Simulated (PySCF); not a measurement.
**Excitation energy of Re⁺ by level of theory**

Re⁺ [Xe] 4f14 5d5 6s1 (7S) → Re⁺ [Xe] 4f14 5d6 (5D), as a difference of total energies. Calculation: PySCF 2.14, in x2c-TZVPPall with one added diffuse shell each of s, p, d, f type (12s8p8d4f1g, 113 functions); scalar relativity by spin-free X2C-1e. Correlated levels: valence: [Xe] 4f14 frozen. The calculations carry no spin-orbit coupling.

```csv
method,excitation energy (eV)
UHF,3.360
MP2 (valence),2.419
SCS-MP2 (valence),1.960
CCSD (valence),2.252
CCSD(T) (valence),2.073
```

Problem. How much does correlation contribute at CCSD(T) (valence)?

Solution. 2.073 − (3.360) = -1.287 eV, measured against UHF.

A first-order spin-orbit estimate (lowest level to lowest level, LS coupling) adds -0.353 eV.

The coupled-cluster amplitudes are large for the upper state (T1 above 0.03 or a double amplitude above 0.15), so a single reference is strained.
